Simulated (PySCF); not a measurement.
## Bonding in `C#CC(=O)OCF`

Species: C4H3FO2.
Numbering: `[CH:1]#[C:2][C:3](=[O:4])[O:5][CH2:6][F:7]` (hydrogens: H8 on C1; H9, H10 on C6)

Cartesian coordinates in Å at the GFN2-xTB, dihedral held level; atoms count from 1:
```
atom  x, y, z in Å
C1     2.8143   -0.0548   -0.7011
C2     1.7922   -0.2264   -0.0949
C3     0.5554   -0.4251    0.6086
O4     0.3204   -1.3344    1.3437
O5    -0.4390    0.4784    0.2642
C6    -0.2353    1.8243    0.4551
F7     0.5961    2.3577   -0.4968
H8     3.7050    0.0878   -1.2406
H9     0.2225    2.0558    1.4287
H10   -1.2084    2.3156    0.3406
```

Bond orders from the PBE0/pcSseg-1 density (PySCF). The geometry is a constrained GFN2-xTB structure with the dihedral C2–C3–O5–C6 held at 300°, isolated molecule; it need not be a minimum.

(1) Where do the orders between heavy atoms depart from those drawn in the SMILES?

(2) Give the Mayer order of every bond, beside its length.

Answers

(1) The largest departure is 0.549, at C1–C2 (drawn triple, 2.451). Drawn double or triple, more than 0.30 short of the drawn order: C1–C2 (2.451).

(2) 
| bond | drawn as | length (Å) | Mayer order |
| --- | --- | --- | --- |
| C1–C2 | triple | 1.201 | 2.451 |
| C2–C3 | single | 1.437 | 1.002 |
| C3–O4 | double | 1.193 | 2.018 |
| C3–O5 | single | 1.387 | 0.960 |
| O5–C6 | single | 1.375 | 0.971 |
| C6–F7 | single | 1.372 | 0.931 |
| C1–H8 | single | 1.051 | 1.116 |
| C6–H9 | single | 1.100 | 0.949 |
| C6–H10 | single | 1.096 | 0.956 |

By pair of heavy elements: C–C: lowest C2–C3 (1.002, 1.437 Å), highest C1–C2 (2.451, 1.201 Å). C–O: lowest C3–O5 (0.960, 1.387 Å), highest C3–O4 (2.018, 1.193 Å).

Question: Sum the orders of all bonds at each heavy atom with more than one neighbour and set the sums beside the valence in the SMILES.

Answer: C1 3.567 (drawn 4), C2 3.453 (drawn 4), C3 3.980 (drawn 4), O5 1.931 (drawn 2), C6 3.807 (drawn 4). Orders between atoms that aren't bonded are not in these sums.

The Mayer order sums products of elements of PS (density times overlap matrix) between the two atoms' basis functions, so it depends on the basis set.
